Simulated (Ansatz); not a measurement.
Relaxation of C2H2ClSi (6 atoms, charge 1, multiplicity 1), to a largest force component of 0.015 eV/Å in at most 40 steps.

All numbers below come from Ansatz, RKS B3LYP-D4/def2-SVP.

```xyz
6
Properties=species:S:1:pos:R:3:forces:R:3
C -0.267 1.293 0.006 0.06 -0.23 0.03
C 0.129 0.077 -0.310 0.56 -1.67 -0.61
Si 0.282 -1.602 0.172 -1.14 3.11 1.40
Cl 0.702 -3.457 -0.054 0.66 -1.70 -0.90
H -0.709 1.628 0.936 -0.22 0.01 0.59
H -0.137 2.060 -0.750 0.08 0.48 -0.50
```

Question: Where does it end, and by what steps?

Answer: The forces met the threshold. After 12 steps the energy has fallen by 0.695 eV; Cl4 moved furthest, 0.62 Å.

```csv
step,energy less start (eV),largest force component (eV/Å),accepted
0,0.0000,3.110,yes
1,-0.4054,0.887,yes
2,-0.5758,1.440,yes
3,-0.5388,1.459,no
4,-0.6377,0.501,yes
5,-0.6745,0.259,yes
6,-0.6831,0.238,yes
7,-0.6907,0.102,yes
8,-0.6934,0.070,yes
9,-0.6926,0.181,no
10,-0.6942,0.028,yes
11,-0.6945,0.067,yes
12,-0.6946,0.010,yes
```

```xyz
6
Properties=species:S:1:pos:R:3
C -0.237 1.229 -0.034
C 0.035 -0.042 -0.069
Si 0.066 -1.700 0.727
Cl 0.831 -3.080 -0.530
H -0.677 1.750 0.834
H -0.018 1.843 -0.928
```

Run time: 34 s on 1 thread of Arm Neoverse V1 (shared host), peak memory 0.14 GiB.
